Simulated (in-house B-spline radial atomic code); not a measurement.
Results of a calculation; reference values are marked as such.
**What the choice of pseudopotential does to G0W0 on PBE: Si²⁺**

All numbers come from an all-electron radial atomic-structure program (B-spline basis), non-relativistic, configuration [Ne] 3s2, open shells at high spin. Semilocal Troullier-Martins pseudo-atoms, one channel per l, are made with PBE or LDA for several valence sets and radii, with or without a model core, and set against the all-electron atom. One channel fits only the lowest state of its l, so a second state of that l is approximate. All electrons give 3s: PBE -28.478 eV, G0W0 -33.75 eV, 2p: PBE -116.94 eV, G0W0 -130.68 eV. Potentials are made in the ion's own configuration unless the neutral atom is named, and a smooth local potential serves every l without a channel. Potentials that miss their own reference levels by more than 6 millihartree, or need radii over 3.5 bohr, are left out. Columns give pseudo minus all-electron, in eV; a dash marks a level in the core or of low weight.

```csv
valence,made with,radii (bohr),model core (bohr),3s PBE,3s G0W0,2p PBE,2p G0W0
3s,"PBE, neutral atom",s 2.06 p 2.47,none,+0.02,+0.16,-,-
3s,PBE,s 1.35 p 1.52,1.17,0.00,+0.13,-,-
3s,"PBE, neutral atom",s 1.61 p 1.93,1.15,+0.03,+0.18,-,-
3s,PBE,s 1.69 p 1.90,1.17,0.00,+0.16,-,-
3s,"PBE, neutral atom",s 2.06 p 2.47,1.15,+0.03,+0.17,-,-
2p 3s,"PBE, neutral atom",s 1.44 p 0.50,none,+0.04,-0.43,-0.11,+3.14
2p 3s,PBE,s 1.69 p 0.58,none,0.00,-0.44,0.00,+3.19
2p 3s,PBE,s 2.20 p 0.76,none,0.00,-0.52,0.00,+3.54
2p 3s,"PBE, neutral atom",s 1.44 p 0.50,0.17,+0.04,-0.44,-0.11,+3.14
2p 3s,"PBE, neutral atom",s 2.06 p 0.67,0.17,+0.11,-0.39,+0.10,+3.55
2s 2p 3s,"PBE, neutral atom",s 0.46 p 0.58,none,0.00,-0.08,+0.10,+0.56
2s 2p 3s,"PBE, neutral atom",s 0.53 p 0.67,none,+0.02,-0.07,+0.21,+0.67
2s 2p 3s,PBE,s 0.45 p 0.58,0.17,-0.03,-0.12,0.00,+0.45
2s 2p 3s,"PBE, neutral atom",s 0.60 p 0.76,0.17,+0.04,-0.06,+0.38,+0.86
```

(1) How does the G0W0 shift of 3s, which all sets hold, depend on the valence set?

Answers

(1) Mean size: 2s 2p 3s: 0.08 eV; 3s: 0.16 eV; 2p 3s: 0.44 eV. A larger valence set can do worse when it takes only part of a shell, whose exchange with the frozen rest is then left to the functional. The means mix radii and the functional used in making the potentials.
